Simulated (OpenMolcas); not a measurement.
**OpenMolcas run: Ne²⁺**

Input:

```
&GATEWAY
Coord
1

Ne 0.0 0.0 0.0
Basis=ANO-R3
Group=XYZ
NoMove
AngMom=0.0 0.0 0.0
AMFI
&SEWARD
&RASSCF
FileOrb=start.orb
Symmetry=1
Spin=3
nActEl=4 0 1
Inactive=2 0
Ras2=0 3
Ras3=6 0
CIRoot=3 3 1
SDav=3
CIMx=300
Iter=120 100
PrWF=0.3
OrbListing=Nothing
MaxOrb=0
Thrs=2.0e-7 1.0e-1 5.0e-4
Atom
>>> COPY $Project.JobIph JOB001
&RASSCF
FileOrb=start.orb
Symmetry=1
Spin=1
nActEl=4 0 1
Inactive=2 0
Ras2=0 3
Ras3=6 0
CIRoot=6 6 1
SDav=6
CIMx=300
Iter=120 100
PrWF=0.3
OrbListing=Nothing
MaxOrb=0
Thrs=2.0e-7 1.0e-1 5.0e-4
Atom
>>> COPY $Project.JobIph JOB002
&RASSCF
FileOrb=start.orb
Symmetry=2
Spin=5
nActEl=4 0 1
Inactive=2 0
Ras2=0 3
Ras3=6 0
CIRoot=1 1 1
SDav=6
CIMx=300
Iter=120 100
PrWF=0.3
OrbListing=Nothing
MaxOrb=0
Thrs=2.0e-7 1.0e-1 5.0e-4
Atom
>>> COPY $Project.JobIph JOB003
&RASSCF
FileOrb=start.orb
Symmetry=2
Spin=3
nActEl=4 0 1
Inactive=2 0
Ras2=0 3
Ras3=6 0
CIRoot=1 1 1
SDav=54
CIMx=300
Iter=120 100
PrWF=0.3
OrbListing=Nothing
MaxOrb=0
Thrs=2.0e-7 1.0e-1 5.0e-4
Atom
>>> COPY $Project.JobIph JOB004
&RASSCF
FileOrb=start.orb
Symmetry=2
Spin=1
nActEl=4 0 1
Inactive=2 0
Ras2=0 3
Ras3=6 0
CIRoot=5 5 1
SDav=48
CIMx=300
Iter=120 100
PrWF=0.3
OrbListing=Nothing
MaxOrb=0
Thrs=2.0e-7 1.0e-1 5.0e-4
Atom
>>> COPY $Project.JobIph JOB005
&RASSI
NrOfJobIphs=4 3 6 1 1
1 2 3
1 2 3 4 5 6
1
1
IphNames
JOB001
JOB002
JOB003
JOB004
EJob
SpinOrbit
DIPRint=1.0
SOCoupling=1000.0
Subsets=2
MEES
Property=10
'ANGMOM' 1 'ANGMOM' 2 'ANGMOM' 3 'MLTPL  1' 1 'MLTPL  1' 2 'MLTPL  1' 3
'AMFI' 1 'AMFI' 2 'AMFI' 3 'MLTPL  2' 6
SOProperty=3
'ANGMOM' 1 'ANGMOM' 2 'ANGMOM' 3
```

A driver script runs the steps one by one and writes start.orb anew before each from the orbitals found so far.

Output, cut to the results:

```
--- SEWARD ---
Basis set label: NE.ANO-R...4S4P2D1F.

      Electronic valence basis set:
      ------------------
      Associated Effective Charge  10.000000 au
      Associated Actual Charge     10.000000 au
      Nuclear Model: Finite nucleus - Gaussian distribution
        Gaussian exponent, Xi/bohr**(-2):  5.21057E+08

      Shell  nPrim  nBasis  Cartesian Spherical Contaminant
         s      14       4        X
         p       8       4        X
         d       4       2                 X
         f       3       1                 X
                  Relativistic X2C integrals
                  Atomic mean-field integrals
--- RASSCF ---
Wave function specifications:
      -----------------------------

      Number of closed shell electrons           4
      Number of electrons in active shells       4
      Max number of holes in RAS1 space          0
      Max nr of electrons in RAS3 space          1
      Number of inactive orbitals                2
      Number of active orbitals                  9
      Number of secondary orbitals              22
      Spin quantum number                      1.0
      State symmetry                             1
Orbital specifications:
      -----------------------

      Symmetry species                           1   2
                                                ag  au
      Frozen orbitals                            0   0
      Inactive orbitals                          2   0
      Active orbitals                            6   3
      RAS1 orbitals                              0   0
      RAS2 orbitals                              0   3
      RAS3 orbitals                              6   0
      Secondary orbitals                         6  16
      Deleted orbitals                           0   0
      Number of basis functions                 14  19
      Number of CSFs                             3
      Number of root(s) required                 3
      Iter CI   SX   CI       RASSCF       Energy    max ROT     max BLB   max BLB  Level Ln srch  Step   QN
          iter iter root      energy       change     param      element    value   shift minimum  type update
 Nr of preliminary CI iterations:   1
 ###############################################################################
 ###############################################################################
 ###                                                                         ###
 ###                                                                         ###
 ###    WARNING: Problems in orbital optimization.                           ###
 ###                                                                         ###
 ###                                                                         ###
 ###############################################################################
 ###############################################################################
  Warning: In symmetry  1, orbital p=   3 has diagonal density matrix element D(p,p) close to zero. D(p,p)=  0.000000E+00
  Warning: In symmetry  1, orbital p=   4 has diagonal density matrix element D(p,p) close to zero. D(p,p)=  0.000000E+00
        ...
  Warning: In symmetry  1, orbital p=   6 has diagonal density matrix element D(p,p) close to zero. D(p,p)=  0.000000E+00
  Warning: In symmetry  1, orbital p=   7 has diagonal density matrix element D(p,p) close to zero. D(p,p)=  0.000000E+00
  Warning: In symmetry  1, orbital p=   8 has diagonal density matrix element D(p,p) close to zero. D(p,p)=  0.000000E+00
        4   1    2    0  -126.50814388    5.68E-14   1.14E-08    1   7 2 -9.85E-08   0.50   0.00    SX    NO
      Convergence after  4 iterations
        5   1    2    0  -126.50814388   -1.42E-13   1.14E-08    1  10 2 -6.04E-08   0.50   0.00    SX    NO
      Natural orbitals and occupation numbers for root  1
      sym 1:   0.000000   0.000000   0.000000   0.000000   0.000000   0.000000
      sym 2:   1.000000   2.000000   1.000000
      Natural orbitals and occupation numbers for root  2
      sym 1:   0.000000   0.000000   0.000000   0.000000   0.000000   0.000000
      sym 2:   2.000000   1.000000   1.000000
      Natural orbitals and occupation numbers for root  3
      sym 1:   0.000000   0.000000   0.000000   0.000000   0.000000   0.000000
      sym 2:   1.000000   1.000000   2.000000
::    RASSCF root number  1 Total energy:   -126.50814388
::    RASSCF root number  2 Total energy:   -126.50814388
...
--- RASSI ---
SPIN-FREE ENERGIES:
  (Shifted by EMIN (a.u.) =       -126.5081438756)

 SF State       Relative EMIN(au)   Rel lowest level(eV)    D:o, cm**(-1)      L_eff

     1             0.0000000000        0.0000000000              0.0000         1.0
     2             0.0000000000        0.0000000000              0.0000         1.0
     3             0.0000000000        0.0000000000              0.0000         1.0
     4             0.1253769571        3.4116808054          27517.0614         2.0
     5             0.1253769571        3.4116808054          27517.0614         2.0
     6             0.1253769571        3.4116808054          27517.0614         2.0
     7             0.1253769571        3.4116808054          27517.0614         2.0
     8             0.1253769571        3.4116808054          27517.0614         2.0
     9             0.3123827473        8.5003675943          68560.0883         0.0
    10             1.4118895188       38.4194710340         309873.9317         0.0
    11             1.4419688039       39.2379700775         316475.5717         0.0
     Dipole printing threshold changed to   1.00000000E+00

++ Dipole transition strengths (spin-free states):
   -----------------------------------------------
     for osc. strength at least  1.00000000E+00

  ( Max oscillator strength is only    2.8780551372865285E-002 )
--
Eigenvalues of complex Hamiltonian:
   -----------------------------------
  (Shifted by EMIN (a.u.) =       -126.5081438756)

 SO State       Relative EMIN(au)   Rel lowest level(eV)    D:o, cm**(-1)     J-value

     1            -0.0013807066        0.0000000000              0.0000         2.0
     2            -0.0013807066        0.0000000000              0.0000         1.8
     3            -0.0013807066        0.0000000000              0.0000         1.6
     4            -0.0013807066        0.0000000000              0.0000         1.1
...
```

The J values that RASSI prints are effective ones from its own formula and need not be integers or half-integers; the table below assigns J from the states.

Levels above the lowest, from the spin-orbit matrix, grouped by J:

```json
{"Configuration": "2s² 2p⁴", "Term": "³P", "J": "2", "E (cm⁻¹)": "0.0", "Measured (cm⁻¹)": "0.0", "Term weight %": "100"}
{"Configuration": "2s² 2p⁴", "Term": "³P", "J": "1", "E (cm⁻¹)": "600", "Measured (cm⁻¹)": "650", "Term weight %": "100"}
{"Configuration": "2s² 2p⁴", "Term": "³P", "J": "0", "E (cm⁻¹)": "886", "Measured (cm⁻¹)": "927", "Term weight %": "100"}
{"Configuration": "2s² 2p⁴", "Term": "¹D", "J": "2", "E (cm⁻¹)": "27826", "Measured (cm⁻¹)": "25841", "Term weight %": "100"}
{"Configuration": "2s² 2p⁴", "Term": "¹S", "J": "0", "E (cm⁻¹)": "68873", "Measured (cm⁻¹)": "55747", "Term weight %": "100"}
```

Against the 4 measured excited levels shown (Moore, Atomic Energy Levels, vol. I, NSRDS-NBS 35 (1971 reprint of NBS Circular 467, 1949)) the mean absolute deviation is 3800 cm-1; the largest miss in energy is 2s² 2p⁴ ¹S₀: computed 68873, measured 55747 cm⁻¹ (+23.5 %).

With the s shell closed, the reference lacks s² → p² mixing. Computed and measured levels are paired by configuration, term and J; levels that our copy of the source lacks, or whose pairing is in doubt (as where it misses far off the trend of its configuration), stay unpaired and out of the deviations. Levels of configurations outside the active space are missing. The first state left out of the spin-orbit step lies near 360000 cm-1 above the lowest spin-free state of the reference (among the parities and spins computed), and the list stops at four fifths of that energy or lower.

The term weight is that of the spin-free term in the level, not the purity of its configuration.
